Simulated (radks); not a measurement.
Results of a calculation; reference values are marked as such.
Question: Radial electron density D(r) = 4 pi r^2 rho(r) of an atom or ion with 48 electrons. Level of theory: Dirac Kohn-Sham, exchange-only B88, spin-unpolarised, spherical densities, finite nucleus; Fermi nuclear charge, rms radius of each element as measured or else 0.836 A^(1/3) + 0.57 fm (a radial shooting solver on a logarithmic mesh with Libxc functionals).

r (bohr)  D(r) (e/bohr)
0.002159          5.893
0.002513          7.549
0.00295           9.734
0.003434          12.31
0.003998          15.44
0.004654          19.19
0.005418          23.59
0.006358          28.94
0.007401          34.61
0.008616          40.71
0.01003           46.97
0.01177           53.32
0.0137            58.60
0.01595           62.62
0.01857           64.90
0.02162           65.18
0.02537           63.45
0.02954           60.57
0.03439           57.69
0.04003           56.34
0.04698           58.02
0.05469           63.08
0.06367           70.55
0.07412           77.97
0.08629           82.17
0.1013            80.53
0.1179            73.41
0.1372            64.19
0.1598            57.83
0.1875            57.85
0.2183            63.03
0.2541            67.55
0.2958            65.25
0.3444            54.31
0.4041            38.14
0.4704            25.72
0.5477            20.54
0.6376            21.33
0.7482            23.40
0.871             22.54
1.014             18.49
1.18              13.14
1.374             8.427
1.613             5.017
1.877             3.072
2.186             1.903
2.544             1.144
2.986            0.6058
3.476            0.2847
4.047            0.1109
4.711           0.03469
5.484          0.008497
6.436          0.001445
7.493         0.0001974

What is the nuclear charge?

Answer: Z = 50. The innermost maximum, from 1s, lies near gamma/Z bohr with gamma = sqrt(1 - (Z/c)^2) = 0.931, here 0.0186 bohr (found: 0.0204), and its height grows with Z. The density is that of the tin ion Sn2+ in [Kr] 4d10 5s1.75 5p0.25; the configuration itself is not fixed sharply by these data, and Z only to a few units. D(r) has 4 maxima, at r = 0.0204, 0.0898, 0.264, 0.779 bohr, and minima at 0.0404, 0.173, 0.570 bohr, inside which lie 2.04, 11.20, 28.98 electrons.
